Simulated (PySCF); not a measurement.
C₂H₈N₂Si. Atoms are numbered in the order given.

```xyz
13

Si     0.3817     0.3387    -0.3754
N      1.2311    -0.9150    -1.2061
N      1.0775     0.7701     1.1522
C     -1.3789    -0.2943    -0.2318
C     -2.0641    -0.2498     0.9216
H      0.4298     1.6185    -1.1485
H      0.8988    -1.8722    -1.1643
H      2.2369    -0.8781    -1.3366
H      1.1498     0.1066     1.9174
H      1.0268     1.7240     1.4942
H     -1.8861    -0.7119    -1.1153
H     -3.0953    -0.6128     1.0164
H     -1.6065     0.1631     1.8308
```
Charge 0, spin multiplicity 1.

Coordinates come from a r2SCAN-D4/def2-SVP optimisation. Other conformers were not sampled.

Computed with PBE/pcSseg-1 (PySCF).

GIAO shieldings, no solvent; atoms listed in one row are averaged. δ = σ(ref) − σ: ²⁹Si against TMS (σ = 335.4 ppm); ¹⁵N against NH3 (σ = 267.0 ppm); ¹³C against TMS (σ = 182.0 ppm); ¹H against TMS (σ = 31.49 ppm), references at their B3LYP-D3(BJ)/def2-TZVP geometries, non-relativistic.

```json
[
 {"nucleus": "²⁹Si", "atoms": "Si1", "count": "1", "δ (ppm)": "-35.2"},
 {"nucleus": "¹⁵N", "atoms": "N2", "count": "1", "δ (ppm)": "32.4"},
 {"nucleus": "¹⁵N", "atoms": "N3", "count": "1", "δ (ppm)": "29.5"},
 {"nucleus": "¹³C", "atoms": "C4", "count": "1", "δ (ppm)": "148.3"},
 {"nucleus": "¹³C", "atoms": "C5", "count": "1", "δ (ppm)": "144.5"},
 {"nucleus": "¹H", "atoms": "H11", "count": "1", "δ (ppm)": "6.87"},
 {"nucleus": "¹H", "atoms": "H12", "count": "1", "δ (ppm)": "6.64"},
 {"nucleus": "¹H", "atoms": "H13", "count": "1", "δ (ppm)": "6.42"},
 {"nucleus": "¹H", "atoms": "H6", "count": "1", "δ (ppm)": "5.31"},
 {"nucleus": "¹H", "atoms": "H7", "count": "1", "δ (ppm)": "0.84"},
 {"nucleus": "¹H", "atoms": "H10", "count": "1", "δ (ppm)": "0.71"},
 {"nucleus": "¹H", "atoms": "H8", "count": "1", "δ (ppm)": "0.68"},
 {"nucleus": "¹H", "atoms": "H9", "count": "1", "δ (ppm)": "0.44"}
]
```
